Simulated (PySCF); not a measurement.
1,2,4-triazole (C₂H₃N₃), SMILES c1nc[nH]n1. Atoms are numbered in the order given.

```xyz
8

C      0.0210     1.1189     0.0000
N      1.1594     0.3700     0.0000
C      0.6946    -0.8663     0.0000
N     -0.6594    -0.8427     0.0000
N     -1.1112     0.4268     0.0000
H      0.0229     2.2077     0.0000
H      1.2785    -1.7855     0.0000
H     -1.3173    -1.6161     0.0000
```
Charge 0, spin multiplicity 1.

Coordinates come from a TPSSh-D3(BJ)/def2-SVP optimisation.

Calculation: HF/pcSseg-1 run with PySCF.

GIAO shieldings, no solvent; atoms alike by connectivity are averaged. δ = σ(ref) − σ: ¹³C against TMS (σ = 192.6 ppm); ¹⁵N against NH3 (σ = 267.3 ppm); ¹H against TMS (σ = 31.99 ppm), references at their B3LYP-D3(BJ)/def2-TZVP geometries, non-relativistic.

```
atoms  nucleus  count  δ (ppm)
-----  -------  -----  -------
C1         ¹³C      1      ___
C3         ¹³C      1    158.4
N5         ¹⁵N      1      ___
N2         ¹⁵N      1    289.5
N4         ¹⁵N      1    222.3
H8          ¹H      1      ___
H7          ¹H      1     8.78
H6          ¹H      1      ___
```

### Question
Fill in the missing entries. (Estimate from the structure and the level; the computed values follow.)

### Answer

- C1, δ (ppm): 167.2
- N5, δ (ppm): 340.2
- H8, δ (ppm): 10.25
- H6, δ (ppm): 8.67
